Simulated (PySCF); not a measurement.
Compound: C7H9OPSi.
SMILES with atom numbers: `[CH3:1][c:2]1[p:3][cH:4][cH:5][c:6]([CH:7]=[O:8])[c:9]1[SiH3:10]` (hydrogens: H11, H12, H13 on C1; H14 on C4; H15 on C5; H16 on C7; H17, H18, H19 on Si10)

The same species was optimised twice, with GFN2-xTB and with PBE0-D3(BJ)/def2-SVP (PySCF), and the same property calculations (PySCF, gas phase) were run on both structures.

| coordinate | GFN2-xTB | PBE0-D3(BJ)/def2-SVP | change |
| --- | --- | --- | --- |
| C6–C7 (Å) | 1.463 | 1.486 | +0.023 |
| C2–C9 (Å) | 1.389 | 1.409 | +0.020 |
| C4–C5 (Å) | 1.371 | 1.383 | +0.012 |
| C6–C9 (Å) | 1.409 | 1.415 | +0.006 |
| C1–C2 (Å) | 1.505 | 1.510 | +0.005 |
| C5–C6 (Å) | 1.398 | 1.401 | +0.003 |
| C9–Si10 (Å) | 1.910 | 1.913 | +0.003 |
| C7=O8 (Å) | 1.207 | 1.205 | -0.002 |
| C2–P3 (Å) | 1.754 | 1.753 | -0.001 |
| P3–C4 (Å) | 1.732 | 1.733 | +0.001 |
| P3–C2–C9 (°) | 125.7 | 124.5 | -1.2 |
| C6–C7–O8 (°) | 125.5 | 124.5 | -1.0 |
| C2–C9–Si10 (°) | 120.7 | 119.7 | -1.0 |
| C4–C5–C6 (°) | 124.4 | 123.6 | -0.8 |
| C1–C2–C9 (°) | 121.4 | 122.1 | +0.7 |
| C2–P3–C4 (°) | 101.3 | 102.0 | +0.7 |
| C2–C9–C6 (°) | 120.8 | 121.3 | +0.5 |
| C7–C6–C9 (°) | 121.0 | 120.4 | -0.6 |
| C5–C6–C7–O8 (°) | 10 | 4 | -6 |

Rotational constants: A = 1214, B = 939.0, C = 535.3 MHz (GFN2-xTB) against A = 1205, B = 928.0, C = 529.8 MHz (PBE0-D3(BJ)/def2-SVP). Point groups within 0.08 Å: C1 and C1.

On the GFN2-xTB structure: HOMO (eV) -7.41 [PBE0/pcSseg-1]; LUMO (eV) -2.68 [PBE0/pcSseg-1]; dipole (D) 2.56 [PBE0/pcSseg-1]; GIAO shielding of C1 (ppm) 154.5 [PBE0/pcSseg-1]; GIAO shielding of C2 (ppm) -0.2 [PBE0/pcSseg-1]; GIAO shielding of P3 (ppm) 44.5 [PBE0/pcSseg-1]; GIAO shielding of C4 (ppm) 18.5 [PBE0/pcSseg-1]; GIAO shielding of C5 (ppm) 51.9 [PBE0/pcSseg-1]; GIAO shielding of C6 (ppm) 43.1 [PBE0/pcSseg-1]; GIAO shielding of C7 (ppm) -9.6 [PBE0/pcSseg-1]; GIAO shielding of O8 (ppm) -331.7 [PBE0/pcSseg-1].

**Question.** What do these properties become on the PBE0-D3(BJ)/def2-SVP structure?

**Answer.** 
```tsv
property	level	on GFN2-xTB	on PBE0-D3(BJ)/def2-SVP	change
HOMO (eV)	PBE0/pcSseg-1	-7.41	-7.45	-0.04
LUMO (eV)	PBE0/pcSseg-1	-2.68	-2.66	+0.02
dipole (D)	PBE0/pcSseg-1	2.56	2.49	-0.07
energy, GFN2-xTB geometry as zero (kcal/mol)	PBE0/pcSseg-1	0.0	-1.3	-1.3
GIAO shielding of C1 (ppm)	PBE0/pcSseg-1	154.5	153.3	-1.2
GIAO shielding of C2 (ppm)	PBE0/pcSseg-1	-0.2	-2.6	-2.4
GIAO shielding of P3 (ppm)	PBE0/pcSseg-1	44.5	44.2	-0.3
GIAO shielding of C4 (ppm)	PBE0/pcSseg-1	18.5	17.9	-0.6
GIAO shielding of C5 (ppm)	PBE0/pcSseg-1	51.9	50.2	-1.7
GIAO shielding of C6 (ppm)	PBE0/pcSseg-1	43.1	40.9	-2.2
GIAO shielding of C7 (ppm)	PBE0/pcSseg-1	-9.6	-9.7	-0.1
GIAO shielding of O8 (ppm)	PBE0/pcSseg-1	-331.7	-331.2	+0.5
```

The heavy atoms differ by 0.029 Å rms after alignment. Among bonds between heavy atoms C6–C7 changes most (+0.023 Å). Changes are differences of the printed values. Neither structure is proved a minimum here.

Shape of the structure used: `[CH3:1][c:2]1[p:3][cH:4][cH:5][c:6]([CH:7]=[O:8])[c:9]1[SiH3:10]`: C5–C6–C7–O8 4°.
